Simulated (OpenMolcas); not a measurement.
## B+: effect of the active space

```yaml
Program: OpenMolcas 26.06
Method: CASSCF or its RAS form
Basis: ANO-RCC-VTZP
Scalar_Hamiltonian: DKH2, point nucleus
Spin-orbit_coupling: state interaction with AMFI integrals over the reference wave functions, term energies averaged over their components
```

A. 2 electrons in 4 orbitals (2s 2p); 2S+1 = 3 even, 3 roots; 2S+1 = 1 even, 7 roots; 2S+1 = 3 odd, 3 roots; 2S+1 = 1 odd, 3 roots; cost of the order of 15 core-seconds
B. 2 electrons in 8 orbitals (2s 2p 3s 3p); 2S+1 = 3 even, 3 roots; 2S+1 = 1 even, 7 roots; 2S+1 = 3 odd, 3 roots; 2S+1 = 1 odd, 3 roots; cost of the order of 25 core-seconds
C. 2 electrons in 9 orbitals (RAS2 2s 2p; RAS3 3d, at most 2 electrons); 2S+1 = 3 even, 3 roots; 2S+1 = 1 even, 7 roots; 2S+1 = 3 odd, 3 roots; 2S+1 = 1 odd, 3 roots; cost roughly 26 core-seconds

Energies in cm⁻¹ above 2s² ¹S₀, the measured ground level; measured values from NIST Handbook of Basic Atomic Spectroscopic Data.

| Level | A | B | C | Measured |
| --- | --- | --- | --- | --- |
| 2s² ¹S₀ | 0.0 | 0.0 | 0.0 | 0.0 |
| 2s 2p ³P°₀ | 37716 | 38232 | 36753 | 37336 |
| 2s 2p ³P°₁ | 37723 | 38239 | 36761 | 37342 |
| 2s 2p ³P°₂ | 37738 | 38254 | 36775 | 37358 |
| 2s 2p ¹P°₁ | 83375 | 82816 | 75499 | 73397 |
| 2p² ³P₀ | 100420 | 100645 | 99420 | 98911 |
| 2p² ³P₁ | 100427 | 100653 | 99427 | 98920 |
| 2p² ³P₂ | 100442 | 100667 | 99442 | 98933 |
| 2p² ¹D₂ | 112640 | 112365 | 103701 | 102363 |

Deviations, from unrounded energies. A percentage is the sum of absolute deviations over the sum of measured energies, with the sign that they share, or ± where signs differ.

| Against measurement | Levels | A | B | C |
| --- | --- | --- | --- | --- |
| mean absolute deviation (cm-1) | 8 | 3200 | 3400 | 840 |
| other configurations (%) | 8 | +4.4 | +4.7 | ±1.1 |

C lies closest to measurement on these levels and B furthest from it. The largest miss of C in the table is 2s 2p ¹P°₁, by +2100 cm-1. The ranking rests on the paired levels alone, and a cruder setting can come out closer through cancelling errors.

Among A to C the level of the table that moves most is 2p² ¹D₂, by 8900 cm-1 (lowest in C, highest in A).

Without dynamic correlation excited terms often stand tens of per cent too high (terms of higher spin than the ground term too low), and those without a measured partner can miss by more than the paired ones. Active for correlation alone: 3p 3s; no level in the range computed is led by a configuration that fills them, so any true level of that kind is missing (holds for B). Active for correlation alone: 3d; no level in the range computed is led by a configuration that fills it, so any true level of that kind is missing (holds for C). Measured partners are found by configuration, term and J. A level has none where our copy of the source lacks it or the pairing is in doubt (some pairs that miss far off the trend of their configuration count as doubtful), and it then counts in no deviation. Levels of configurations outside the active space are missing. Levels that lie high or do not pair safely by name in every column are left out.

° marks odd parity.
